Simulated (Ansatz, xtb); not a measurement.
CH5GaSe: where a starting geometry ends

The starting geometry of this gas-phase singlet was built from a drawn formula by distance geometry; its bonds are those of `[GaH2][CH2][SeH]`.

```xyz
8

C    -2.1874   -0.5575    1.5414
Ga   -3.2569   -0.7168   -0.0105
Se   -0.9197   -1.9061    2.1201
H    -3.1491   -0.5279   -1.7156
H    -4.2437    0.6534   -0.0012
H    -1.5272    0.3245    1.2298
H    -2.8451   -0.3084    2.3825
H    -1.2568   -3.3291    1.5510
```

Q: Where would you expect an optimisation with r2SCAN-D4/def2-SVP to take it?

A: A new bond forms, giving a structure given below by its coordinates. Contacts that close: Ga2–Se3 (3.38 → 2.75 Å).

The energy falls by 1.83 eV over 32 steps:

```csv
step,E − E(last) (eV)
1,1.827
4,0.396
8,0.268
11,0.266
15,0.264
18,0.258
22,0.251
25,0.157
29,0.009
32,0.000
```

Final geometry (Å):

```yaml
atoms:
  - { symbol: C, position_ang: [-2.3931, -0.4676, 1.7925] }
  - { symbol: Ga, position_ang: [-3.2117, -0.4483, -0.0022] }
  - { symbol: Se, position_ang: [-0.7621, -1.2640, 0.9368] }
  - { symbol: H, position_ang: [-3.9306, -1.7515, -0.4706] }
  - { symbol: H, position_ang: [-3.0143, 0.8325, -0.8669] }
  - { symbol: H, position_ang: [-2.0535, 0.4952, 2.1992] }
  - { symbol: H, position_ang: [-2.7276, -1.1271, 2.6031] }
  - { symbol: H, position_ang: [-1.2927, -2.6370, 0.9057] }
```

From the same start GFN2-xTB reaches the same bonding as this run.

No frequencies were run, so the end isn't proven a minimum. Run with Ansatz 0.2.0, 100 s on 2 threads of Arm Neoverse V1 (shared host).
